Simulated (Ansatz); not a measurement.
CH4BFOS can be A, `OCB(F)S`, or B, `OBC(F)S`.

Gas-phase electronic energies from Ansatz, PBE0-D4/def2-TZVP geometries. CCSD(T)/CBS is the MP2 limit (def2-TZVPP, def2-QZVPP) plus CCSD(T) − MP2 in def2-TZVPP, frozen cores. Functionals use def2-TZVPP. B3LYP here is the variant with VWN-RPA as its local correlation; programs differ in this. One conformer a species, not always the lowest.

A:

Z-matrix (Å, degrees):
```
C
B 1 1.570
O 1 1.413 2 114.8
H 1 1.103 2 108.2 3 -124.0
H 1 1.097 2 109.6 3 121.8
S 2 1.801 1 125.2 3 -172.9
F 2 1.333 1 118.3 3 8.7
H 3 0.961 1 108.7 2 -20.1
H 6 1.343 2 95.3 1 1.8
```

B:

```xyz
9

O    -0.982    0.855    1.589
B     0.156    0.633    0.919
C     0.083   -0.042   -0.518
F    -1.260   -0.200   -0.890
S     0.952   -1.606   -0.497
H    -1.753    0.553    1.090
H     1.196    0.959    1.407
H     0.541    0.603   -1.273
H     1.068   -1.755   -1.827
```

Which is lower in electronic energy at CCSD(T)/CBS, and by how much? (An estimate is asked.)

Computed: A, by 25.7 kcal/mol.

Give E(B) − E(A) in kcal/mol with B3LYP-D4, MP2/def2-TZVPP, B3LYP, CCSD(T)/def2-SVP, HF/def2-TZVPP, r2SCAN-D4, CCSD(T)/def2-TZVPP. (An estimate is asked.)

Ansatz gave: B3LYP-D4 24.8, MP2/def2-TZVPP 26.8, B3LYP 25.0, CCSD(T)/def2-SVP 26.5, HF/def2-TZVPP 26.7, r2SCAN-D4 26.1, CCSD(T)/def2-TZVPP 26.1. None reverses the order clearly.

Does the order hold for the free energy at 298.15 K (harmonic terms from PBE0-D4)? (Estimate.)

The calculation gave: Yes: G(B) − G(A) = +25.5 kcal/mol, for one conformer each.

Largest T1 diagnostic: 0.013.

From PBE to PBE0 (25 % exact exchange), in def2-TZVPP and without D4, E(B) − E(A) moves by +1.2 kcal/mol. Leaving LDA and LC-ωPBE aside and taking each functional with its dispersion term where it has one, the values, not all of them listed here, spread over 3.8 kcal/mol, from BLYP-D4 to B97M-V.
